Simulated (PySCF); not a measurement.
This PySCF input asks for the NMR shieldings of SMILES CC[C@H](OC)[SiH2]C=C=O, C₆H₁₂O₂Si; the geometry comes from GFN2-xTB.

```python
import basis_set_exchange as bse
import numpy as np
from pyscf import gto, dft
from pyscf.prop import nmr

atoms = """
C    -2.209828   -1.137752   -0.347103
C    -1.641138   -0.031808    0.530035
C    -0.143509    0.178821    0.297708
O     0.164993    0.532972   -1.046892
C    -0.038797    1.881567   -1.376334
Si    0.981128   -1.348128    0.536555
C     2.739276   -0.699534    0.731189
C     3.005865    0.549337    0.564968
O     3.160783    1.694137    0.425306
H    -1.950933   -0.951269   -1.386395
H    -1.798194   -2.101957   -0.057653
H    -3.293258   -1.180086   -0.258552
H    -1.789173   -0.271830    1.584835
H    -2.176500    0.900378    0.327040
H     0.188544    0.990707    0.964430
H     0.549929    2.539457   -0.725282
H     0.294621    2.002941   -2.405808
H    -1.094498    2.166675   -1.304778
H     0.622879   -2.082133    1.760711
H     0.902304   -2.206671   -0.646133
H     3.516587   -1.408882    0.935331
"""
names = dict.fromkeys(["C", "O", "Si", "H"], "pcSseg-1")
basis = {el: gto.basis.parse(bse.get_basis(n, elements=[el], fmt="nwchem")) for el, n in names.items()}
mol = gto.M(atom=atoms, basis=basis, charge=0, verbose=0)
mf = dft.RKS(mol, xc="PBE0")
mf.grids.level = 2
mf.grids.alignment = dft.numint.BLKSIZE   # the property module wants whole blocks of grid points
mf.conv_tol = 1e-9
mf.kernel()

calc = nmr.RKS(mf)   # GIAO
C = mf.mo_coeff
Co = C[:, mf.mo_occ > 0]
resp = mf.gen_response(singlet=True, hermi=2)
def vind(x):   # induced exchange potential for any number of trial vectors
    d = np.einsum("pi,xij,qj->xpq", C, 2 * x.reshape(-1, C.shape[1], Co.shape[1]), Co, optimize=True)
    return np.einsum("xpq,pi,qj->xij", resp(d - d.transpose(0, 2, 1)), C, Co, optimize=True).ravel()
mo1, _ = nmr.rhf.solve_mo1(calc, with_cphf=vind)
sigma = calc.kernel(mo1)
for i, s in enumerate(sigma):   # ppm
    print("%2d %-2s %9.2f" % (i, mol.atom_pure_symbol(i), np.trace(s) / 3))
```

Problem. What are the results?

Solution. 
```
 0 C     175.14
 1 C     162.37
 2 C     110.33
 3 O     322.27
 4 C     128.08
 5 Si    391.34
 6 C     194.27
 7 C       3.47
 8 O      26.94
 9 H      30.15
10 H      31.09
11 H      30.70
12 H      30.43
13 H      29.34
14 H      28.33
15 H      28.64
16 H      27.95
17 H      28.06
18 H      27.08
19 H      26.99
20 H      30.32
```

These numbers come from an equivalent density-fitted implementation of the same equations, which agrees with the script to about 0.01 ppm for H and up to a few tenths of a ppm for heavy atoms, so last digits may differ.

Problem. Turn these shieldings into chemical shifts. Scale: TMS for ¹³C (σref 186.93) and ²⁹Si (σref 349.16) and ¹H (σref 31.72); H2O for ¹⁷O (σref 336.08) (reference shieldings calculated alike).

Solution. Averaging equivalent atoms: C 7: 183.5; C 2: 76.6; C 4: 58.8; C 1: 24.6; C 0: 11.8; C 6: -7.3; O 8: 309.1; O 3: 13.8; Si 5: -42.2; H 19: 4.72; H 18: 4.64; H 15/16/17: 3.50; H 14: 3.38; H 13: 2.38; H 20: 1.40; H 12: 1.29; H 9/10/11: 1.07 ppm. Unscaled 17O shifts of doubly bonded oxygen tend to come out too high, by tens of ppm or more. Experimental scales use liquid or dissolved standards, which lie at an offset from isolated H2O (liquid H2O: subtract about 36 ppm).

Size and cost of the density-fitted run: 220 basis functions, 97 s wall time on 1 thread of an Arm Neoverse N1, shared host; peak memory 0.99 GiB.
